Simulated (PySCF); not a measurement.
Species: B₃H₆N.
Bonds: B1–N2, N2–B3, N2–B4. Hydrogens: H5, H6 on B1; H7, H8 on B3; H9, H10 on B4.

All values: PBE0/pcSseg-1 and wB97X-D/def2-SVPD (PySCF, non-relativistic), on one gas-phase PBE0-D3(BJ)/def2-SVP geometry that isn't relaxed in the solvent. The solvent is an IEF-PCM continuum (cavity from Bondi-type radii × 1.2). Specific hydrogen bonds and non-electrostatic terms are outside this model.

Gas phase at PBE0/pcSseg-1: HOMO -9.01 eV, LUMO -1.58 eV, dipole 0.00 D.

Task: What does the continuum do to the energy, the frontier levels and the dipole at PBE0/pcSseg-1 in chloroform and acetone?

Result: 
```
   solvent      ε  E(solvent) − E(gas) (kcal/mol)  polarisation term (kcal/mol)  distortion of the solute (kcal/mol)  HOMO (eV)  LUMO (eV)  dipole (D)
chloroform  4.711                           -0.44                         -0.46                                 0.02      -8.95      -1.47        0.00
   acetone  20.49                           -0.60                         -0.64                                 0.04      -8.95      -1.44        0.00
```

The first energy column is the sum of the next two and covers electrostatics alone. From chloroform to acetone the lowering changes by a factor 1.38, Onsager's factor (ε − 1)/(2ε + 1) by 1.30 and ε itself by 4.3. Charge and dipole vanish, so a point-dipole model would give no lowering at all.

Task: Which ESP-fitted charges (PBE0/pcSseg-1) respond most in acetone (means over atoms taken as equivalent)?

Result: 
```json
{"atoms": "N2", "environment": "boron-bound nitrogen", "gas (e)": "+0.081", "solvent (e)": "+0.101", "change": "+0.020"}
{"atoms": "H5 (×6)", "environment": "B–H hydrogen", "gas (e)": "-0.086", "solvent (e)": "-0.091", "change": "-0.005"}
{"atoms": "B1/B3/B4", "environment": "three-coordinate boron", "gas (e)": "+0.145", "solvent (e)": "+0.148", "change": "+0.003"}
```

Task: How do the nuclear quadrupole coupling constants eQVzz/h respond in acetone?

Result: 
| nucleus | Q (barn) | gas (MHz) | solvent (MHz) | η gas | η solvent |
| --- | --- | --- | --- | --- | --- |
| 11B at B1 | 0.04059 | 5.24 | 5.23 | 0.18 | 0.17 |
| 14N at N2 | 0.02044 | 1.31 | 1.26 | 0.00 | 0.00 |
| 11B at B3 | 0.04059 | 5.24 | 5.23 | 0.18 | 0.17 |
| 11B at B4 | 0.04059 | 5.24 | 5.23 | 0.18 | 0.17 |

Gas phase at wB97X-D/def2-SVPD: HOMO -10.93 eV, LUMO 0.36 eV, dipole 0.00 D.

Task: What does the continuum do to the energy, the frontier levels and the dipole at wB97X-D/def2-SVPD in acetone?

Result: 
| solvent | ε | E(solvent) − E(gas) (kcal/mol) | polarisation term (kcal/mol) | distortion of the solute (kcal/mol) | HOMO (eV) | LUMO (eV) | dipole (D) |
| --- | --- | --- | --- | --- | --- | --- | --- |
| acetone | 20.49 | -0.67 | -0.72 | 0.05 | -10.87 | 0.50 | 0.00 |

Task: How does the static polarisability (wB97X-D/def2-SVPD, frozen core, with the continuum's full static response) change?

Result: 
```
 medium  isotropic (au)  principal values (au)  ⟨r²⟩ of the electrons (bohr²)
    gas            50.5       36.7, 57.4, 57.4                          287.8
acetone            63.8       46.0, 72.7, 72.7                          288.3
```

The isotropic value in acetone is 1.26 times the gas-phase one; no cavity-field correction is applied. ⟨r²⟩ is taken about the centre of nuclear charge.

Note: wB97X-D ran without an empirical dispersion term, which enters the total energy and its gradient alone.
